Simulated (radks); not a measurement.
Results of a calculation; reference values are marked as such.
All-electron atom: Gd3+ in [Xe] 4f6 5d1 (not the ground configuration).

Code: a radial shooting solver on a logarithmic mesh with Libxc functionals. Model: scalar-relativistic Kohn-Sham, r2SCAN, spin-unpolarised, spherical densities, finite nucleus; meta-GGA in the generalised Kohn-Sham scheme; Fermi nuclear charge, rms radius 5.1569 fm.

Energy parts (eV):
part                      energy
total                 -306661.18
kinetic                329271.55
electron-nucleus      -746011.64
Hartree                116823.92
exchange-correlation    -6745.02

Orbitals (lengths in bohr, moments of r in powers of bohr; r(90%) holds 90 % of the orbital's charge):
orbital  occ.  eigenvalue (eV)  r(90%)      <r^2>      <r^4>
1s          2        -50204.34  0.0396  0.0006551  1.143e-06
2s          2        -8339.522   0.144    0.01027  0.0001817
2p          6        -7421.704   0.134   0.008286  0.0001359
3s          2        -1884.162   0.358    0.06805   0.006995
3p          6        -1598.346   0.363    0.06830   0.007351
3d         10        -1220.954   0.344    0.05750   0.005892
4s          2        -410.5070   0.792     0.3436     0.1712
4p          6        -315.5730   0.847     0.3869     0.2232
4d         10        -183.6650   0.948     0.4636     0.3481
5s          2         -80.0119    1.87      1.917      5.350
5p          6         -55.9286    2.16      2.514      9.438
4f          6         -40.5278    1.36     0.8270      1.648
5d          1         -26.1359    3.08      4.824      37.86

The highest occupied level is 5d at -26.136 eV. Summed over all electrons, <r^2> = 37.54 bohr^2, which gives a Langevin (diamagnetic) susceptibility term of -29.7 x 10^-6 cm^3/mol. The density falls to 0.001 e/bohr^3 at r = 3.43 bohr.
